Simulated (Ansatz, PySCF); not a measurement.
Stretching the Al1–Br4 bond in AlBrH2 (SMILES [AlH2][Br]) (multiplicity 1 held, fragments rigid). Energies count from the point at 2.267 Å.
Geometry at that point (charge 0, multiplicity 1):
```xyz
4

Al    -0.8354    -1.2987     0.2064
H     -0.3244    -2.3295     1.2738
H     -2.1257    -1.4794    -0.6685
Br     0.3803     0.5912    -0.0940
```

Restricted levels (R-, RO-) in cc, def2 and unpolarised 6-31G sets keep to the state of the molecule at rest. U- levels take the lowest unrestricted solution at each point, which mixes spins at long bonds. Active spaces are followed from a long bond inwards. Levels need not reach the same state.

Cores are frozen in the correlated methods. Filled d and f shells under p-block atoms count as core. Rows in 3-21G carry no dispersion term and start afresh at each structure; the Pople sets are all-electron and without relativity.

Codes used: Ansatz (an electronic-structure program); PySCF for 3-21G rows. 

```tsv
level	energy at R = 7.255 Å (eV)
R-HF/3-21G	6.288
U-HF/def2-TZVPP	3.665
U-PBE/def2-TZVPP	4.242
R-wB97X-V/def2-TZVPP	6.397
R-MP2/def2-TZVPP	(withheld)
U-MP2/def2-TZVPP	4.740
U-SCS-MP2/def2-TZVPP	4.650
U-CCSD/def2-TZVPP	4.522
FIC-MRCISD+Q on CASSCF(6,4)/def2-TZVPP	4.585
```

Q: Some entries are withheld; supply them.

A: 
- R-MP2/def2-TZVPP, energy at R = 7.255 Å (eV): 5.830

Doubts at one or more of the structures used: a restricted determinant that unrestricted orbitals would lower (R-HF/3-21G, R-wB97X-V/def2-TZVPP, R-MP2/def2-TZVPP); a spin-contaminated determinant (U-HF/def2-TZVPP, U-PBE/def2-TZVPP, U-MP2/def2-TZVPP, U-SCS-MP2/def2-TZVPP, U-CCSD/def2-TZVPP); active orbitals that take no part (FIC-MRCISD+Q on CASSCF(6,4)/def2-TZVPP).
